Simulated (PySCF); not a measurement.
PySCF input for Ge(F)2 cation (F2Ge), SMILES [F][Ge][F] (connectivity only; charge and spin as stated), charge +1, multiplicity 2, TDA-PBE0/def2-SVPD. Geometry optimised at B3LYP-D3(BJ)/def2-TZVP. The spin state was assumed, not searched. The isomer is the one that the SMILES or the coordinates give; other isomers of the formula were not compared.

```python
import numpy as np
from pyscf import gto, scf, dft, tdscf

mol = gto.M(
    atom='''
    Ge    0.00000000    0.00000000    0.31739810
    F     0.00000000   -1.44437087   -0.56426329
    F     0.00000000    1.44437086   -0.56426329
    ''',
    basis='def2-SVPD',
    charge=1,
    spin=1,
    max_memory=1600,
    verbose=4,
)
mf = dft.UKS(mol, xc='pbe0').density_fit(auxbasis='def2-universal-jkfit')
mf.grids.level = 3
mf.conv_tol = 1e-9
mf.max_cycle = 100
mf.kernel()
fine, coarse = mf.grids, dft.Grids(mol).set(level=1).build(with_non0tab=True)
for _ in range(3):  # follow internal instabilities
    mf.grids = coarse
    mo, _, stable, _ = mf.stability(return_status=True, nroots=4)
    mf.grids = fine
    if stable:
        break
    mf.kernel(mf.make_rdm1(mo, mf.mo_occ))
mf.grids = dft.Grids(mol).set(level=1).build(with_non0tab=True)  # coarser grid for the response kernel
td = tdscf.TDA(mf)
td.nstates = 10
td.conv_tol = 1e-4
td.kernel(x0=td.get_init_guess(mf, 15))
td.analyze()
```

It prints:

```
PySCF version 2.14.0

[INPUT] verbose = 4
[INPUT] num. atoms = 3
[INPUT] num. electrons = 49
[INPUT] charge = 1
[INPUT] spin (= nelec alpha-beta = 2S) = 1
[INPUT] symmetry False subgroup None
[INPUT] Mole.unit = angstrom
[INPUT] Symbol           X                Y                Z      unit          X                Y                Z       unit  Magmom
[INPUT]  1 Ge     0.000000000000   0.000000000000   0.317398100000 AA    0.000000000000   0.000000000000   0.599795481457 Bohr   0.0
[INPUT]  2 F      0.000000000000  -1.444370870000  -0.564263290000 AA    0.000000000000  -2.729465366600  -1.066303080246 Bohr   0.0
[INPUT]  3 F      0.000000000000   1.444370860000  -0.564263290000 AA    0.000000000000   2.729465347703  -1.066303080246 Bohr   0.0

nuclear repulsion = 194.962428011558
number of shells = 32
number of NR pGTOs = 146
number of NR cGTOs = 84
basis = def2-SVPD
ecp = {}


[settings echo left out]
init E= -2275.33935792382
  alpha nocc = 25  HOMO = -0.287237740205323  LUMO = -0.0898128790492474
  beta  nocc = 24  HOMO = -0.524409828557409  LUMO = -0.287237740205323

WARN: HOMO -0.287237740205323 >= LUMO -0.287237740205323

cycle= 1 E= -2275.3399307743  delta_E= -0.000573  |g|= 0.597  |ddm|= 1.74
  alpha nocc = 25  HOMO = -0.598521886492457  LUMO = -0.397281145432615
  beta  nocc = 24  HOMO = -0.603076191883416  LUMO = -0.525869126844134
  HOMO = -0.598521886492  LUMO = -0.525869126844  gap/eV = 1.97698
cycle= 2 E= -2274.87309488125  delta_E= 0.467  |g|= 1.32  |ddm|= 1.98
  alpha nocc = 25  HOMO = -0.660093165057453  LUMO = -0.369411433083081
  beta  nocc = 24  HOMO = -0.744579823677089  LUMO = -0.53806717691913
  HOMO = -0.660093165057  LUMO = -0.538067176919  gap/eV = 3.32050
cycle= 3 E= -2275.48716370045  delta_E= -0.614  |g|= 0.112  |ddm|= 1.14
  alpha nocc = 25  HOMO = -0.641617161210358  LUMO = -0.350815455963321
  beta  nocc = 24  HOMO = -0.717123044878558  LUMO = -0.509961590289911
  HOMO = -0.64161716121  LUMO = -0.50996159029  gap/eV = 3.58253
cycle= 4 E= -2275.48993431921  delta_E= -0.00277  |g|= 0.0384  |ddm|= 0.116
  alpha nocc = 25  HOMO = -0.641389457439112  LUMO = -0.346889474321533
  beta  nocc = 24  HOMO = -0.719723422541768  LUMO = -0.503099260508717
  HOMO = -0.641389457439  LUMO = -0.503099260509  gap/eV = 3.76307
cycle= 5 E= -2275.49039918091  delta_E= -0.000465  |g|= 0.00472  |ddm|= 0.0311
  alpha nocc = 25  HOMO = -0.642083114167219  LUMO = -0.347449669791626
  beta  nocc = 24  HOMO = -0.720241892391955  LUMO = -0.502566572057564
  HOMO = -0.642083114167  LUMO = -0.502566572058  gap/eV = 3.79644
cycle= 6 E= -2275.49041340608  delta_E= -1.42e-05  |g|= 0.00123  |ddm|= 0.00775
  alpha nocc = 25  HOMO = -0.642281703487427  LUMO = -0.347607134421473
  beta  nocc = 24  HOMO = -0.720190936230078  LUMO = -0.502413401096446
  HOMO = -0.642281703487  LUMO = -0.502413401096  gap/eV = 3.80601
cycle= 7 E= -2275.49041525491  delta_E= -1.85e-06  |g|= 0.000264  |ddm|= 0.00339
  alpha nocc = 25  HOMO = -0.642308836402551  LUMO = -0.347665626734935
  beta  nocc = 24  HOMO = -0.720152366090006  LUMO = -0.502438330922288
  HOMO = -0.642308836403  LUMO = -0.502438330922  gap/eV = 3.80607
cycle= 8 E= -2275.49041538028  delta_E= -1.25e-07  |g|= 0.000101  |ddm|= 0.000959
  alpha nocc = 25  HOMO = -0.642291619988225  LUMO = -0.34765727475248
  beta  nocc = 24  HOMO = -0.720159213243748  LUMO = -0.502425673670093
  HOMO = -0.642291619988  LUMO = -0.50242567367  gap/eV = 3.80595
cycle= 9 E= -2275.49041538829  delta_E= -8.01e-09  |g|= 9.93e-06  |ddm|= 0.000235
  alpha nocc = 25  HOMO = -0.642292517859957  LUMO = -0.347657657247043
  beta  nocc = 24  HOMO = -0.720155105620522  LUMO = -0.502427799430663
  HOMO = -0.64229251786  LUMO = -0.502427799431  gap/eV = 3.80591
cycle= 10 E= -2275.49041538847  delta_E= -1.79e-10  |g|= 3.16e-06  |ddm|= 3.2e-05
  alpha nocc = 25  HOMO = -0.642292123108468  LUMO = -0.347657184853113
  beta  nocc = 24  HOMO = -0.720155535460501  LUMO = -0.502427360299988
  HOMO = -0.642292123108  LUMO = -0.5024273603  gap/eV = 3.80591
Extra cycle  E= -2275.49041538849  delta_E= -1.5e-11  |g|= 3.71e-06  |ddm|= 9.13e-06
converged SCF energy = -2275.49041538849  <S^2> = 0.75461452  2S+1 = 2.0046092
tot grids = 18016
uhf_internal: lowest eigs of H = [0.25630045 0.29756978 0.30405871 0.35337005]
<class 'pyscf.df.df_jk.DFUKS'> wavefunction is stable in the internal stability analysis
tot grids = 18016


******** <class 'pyscf.tdscf.uks.TDA'> for <class 'pyscf.df.df_jk.DFUKS'> ********
nstates = 10
deg_eia_thresh = 1.000e-03
wfnsym = None
conv_tol = 0.0001
eigh lindep = 1e-12
eigh level_shift = 0
eigh max_cycle = 100


Excitation energies (eV)
[3.61154233 3.74514307 4.29637777 4.32549484 5.26928541 5.46189287
 7.36052303 7.43374507 7.56433262 7.97921058]

** Excitation energies and oscillator strengths **
Excited State   1:      3.61154 eV    343.30 nm  f=0.0001
      24b ->   25b     -0.99121
Excited State   2:      3.74514 eV    331.05 nm  f=0.0000
      23b ->   25b     -0.99424
Excited State   3:      4.29638 eV    288.58 nm  f=0.0011
      25a ->   26a     -0.18606
      21b ->   25b     -0.97524
Excited State   4:      4.32549 eV    286.64 nm  f=0.0143
      22b ->   25b     -0.98344
Excited State   5:      5.26929 eV    235.30 nm  f=0.0667
      25a ->   26a      0.97213
      21b ->   25b     -0.18610
Excited State   6:      5.46189 eV    227.00 nm  f=0.0413
      23a ->   26a     -0.24762
      25a ->   28a     -0.11029
      20b ->   25b     -0.93660
      23b ->   26b     -0.11618
Excited State   7:      7.36052 eV    168.44 nm  f=0.0048
      22a ->   26a      0.45128
      25a ->   27a      0.34371
      19b ->   25b      0.80881
Excited State   8:      7.43375 eV    166.79 nm  f=0.0000
      24a ->   26a     -0.99041
      24b ->   26b      0.12101
Excited State   9:      7.56433 eV    163.91 nm  f=0.0048
      23a ->   26a      0.82769
      25a ->   28a     -0.10092
      20b ->   25b     -0.13147
      23b ->   26b     -0.52239
Excited State  10:      7.97921 eV    155.38 nm  f=0.0056
      22a ->   26a     -0.70679
      25a ->   27a      0.52849
      19b ->   25b      0.18652
      21b ->   26b      0.41977

** Transition electric dipole moments (AU) **
state          X           Y           Z        Dip. S.      Osc.
  1        -0.0000     -0.0267      0.0000      0.0007      0.0001
  2         0.0000      0.0000      0.0000      0.0000      0.0000
  3         0.1023     -0.0000      0.0000      0.0105      0.0011
  4        -0.0000     -0.0000      0.3668      0.1346      0.0143
  5         0.7187     -0.0000     -0.0000      0.5165      0.0667
  6         0.0000      0.5557     -0.0000      0.3088      0.0413
  7         0.0000      0.0000      0.1625      0.0264      0.0048
  8         0.0000     -0.0000     -0.0000      0.0000      0.0000
  9         0.0000      0.1611     -0.0000      0.0259      0.0048
 10        -0.0000      0.0000     -0.1700      0.0289      0.0056

** Transition velocity dipole moments (imaginary part, AU) **
state          X           Y           Z        Dip. S.      Osc.
  1         0.0000      0.0233      0.0000      0.0005      0.0027
  2         0.0000     -0.0000      0.0000      0.0000      0.0000
  3         0.0134     -0.0000      0.0000      0.0002      0.0008
  4        -0.0000     -0.0000      0.0111      0.0001      0.0005
  5         0.0487      0.0000     -0.0000      0.0024      0.0082
  6         0.0000      0.0235      0.0000      0.0006      0.0018
  7        -0.0000      0.0000     -0.0071      0.0001      0.0001
  8         0.0000     -0.0000      0.0000      0.0000      0.0000
  9        -0.0000     -0.0031      0.0000      0.0000      0.0000
 10        -0.0000     -0.0000     -0.0759      0.0058      0.0131

** Transition magnetic dipole moments (imaginary part, AU) **
state          X           Y           Z
  1         0.2685      0.0000     -0.0000
  2        -0.0000     -0.0000     -0.0489
  3        -0.0000     -0.0206      0.0000
  4        -0.0000     -0.0000      0.0000
  5        -0.0000     -0.8215     -0.0000
  6         0.3611     -0.0000      0.0000
  7         0.0000     -0.0000     -0.0000
  8        -0.0000     -0.0000     -0.1977
  9         0.0305     -0.0000     -0.0000
 10        -0.0000      0.0000     -0.0000
```

The calculation finished and met its thresholds.

Cost: roughly 30 core-seconds.
